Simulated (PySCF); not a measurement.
Harmonic spectrum computed at PBE0 in the def2-TZVP basis family (core potentials from Rb on, PySCF, no spin–orbit coupling):

```tsv
ω (cm⁻¹)	IR (km/mol)
251	16.5
601	155
1046	110
```

Which molecule gave it? In each, all ligands are bound to the one heavy central atom.
A. FWN (triplet)
B. FTcN (quartet)
C. FMoN (triplet)
D. FZrN (singlet)
E. FTiN (singlet)

D. It has Cs symmetry with Zr–F 1.960 Å, Zr–N 1.696 Å.
